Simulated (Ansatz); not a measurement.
I3Sc, SMILES [I][Sc-]([I])[I] (connectivity only; charge and spin as stated), charge -1, multiplicity 2.

The structure is a stationary point at B3LYP-D3(BJ)/def2-SVPD. The spin state was assumed, not searched. The def2 effective core potentials stand for the cores of I; spin–orbit coupling is left out.

Two levels are set side by side: PBE/def2-TZVPD (Ansatz, a quantum-chemistry and plane-wave program) and PBE0/def2-TZVPD (Ansatz). Energy differences of separate SCF runs at the same geometry; the states with an electron removed or added have multiplicity 1. Differences are taken from unrounded values.

```tsv
quantity	PBE0	PBE	PBE minus PBE0
vertical ionisation energy (eV)	2.63	2.27	-0.35
```
